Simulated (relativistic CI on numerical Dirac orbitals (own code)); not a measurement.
# One change at a time: Tb XLV

Base calculation: Dirac-Coulomb-Breit CI, KLI orbitals optimised for each configuration, model QED (radiative potential, 1s self-energy scaled to tabulated hydrogen-like ionisation energies), unscaled Slater integrals.

Configuration list (outside the closed core [Ne]): 3s2 3p6 3d3, 3s2 3p5 3d4, 3s 3p6 3d4, 3s2 3p6 3d2 4s, 3s2 3p6 3d2 4p, 3s2 3p6 3d2 4d, 3s2 3p5 3d3 4s, 3s2 3p6 3d2 4f, 3s2 3p5 3d3 4p, 3s 3p6 3d3 4s, 3p6 3d4 4p, 3p6 3d5, 3p5 3d6, 3p5 3d5 4s, 3p6 3d4 4s, 3p5 3d4 4s2, 3s2 3p6 3d 4s2, 3s2 3p6 4s2 4p, 3s2 3p6 4s2 4d. Double excitations out of closed p, d and f shells are left out; levels of such configurations are missing from the list, as are those of other unlisted configurations, and high levels can miss mixing partners. These lack a partner that the ground configuration has and come out too high: 3s2 3p5 3d3 4p.

Variants: (1) valence Slater integrals scaled by 0.9; (2) one mean potential for all configurations; (3) only the first configuration. Shifts of the energy above 3s2 3p6 3d3 4F_3/2, in cm⁻¹, for the lowest level and the first level of each name with at least 55 % of one term (blank where a level changes its place among those of its configuration and J or its character, or is not in the variant):

| Level | Base | Δ(1) | Δ(2) | Δ(3) |
| --- | --- | --- | --- | --- |
| 3s2 3p6 3d3 4F_3/2 | 0 | 0 | 0 | 0 |
| 3s2 3p6 3d3 4F_5/2 | 260360 | +5305 | +77 | -748 |
| 3s2 3p6 3d3 4P_1/2 | 346381 | -3593 | +56 | +1517 |
| 3s2 3p6 3d3 4F_7/2 | 587575 | +3018 | +141 | -771 |
| 3s2 3p6 3d3 2P_1/2 | 675225 | -4403 | +123 | +1219 |
| 3s2 3p6 3d3 2H_11/2 | 685340 | -6679 | +135 | -2604 |
| 3s2 3p6 3d3 2F_7/2 | 755566 | -13588 | +111 | +1638 |
| 3s2 3p6 3d3 2D_3/2 | 881427 | -20698 | +111 | +905 |

At this charge energies of transitions that change n are usually good to better than 1 %, and those within a shell (Δn = 0) to a few per cent.

Ionisation energy from the two ground configurations alone: base 3572.7 eV. The NIST ASD value (theoretical) is 3573 eV.

LS names give the leading component of a level, which can be under half, so a name can repeat, a term be missing and a line seem to break the LS rules.
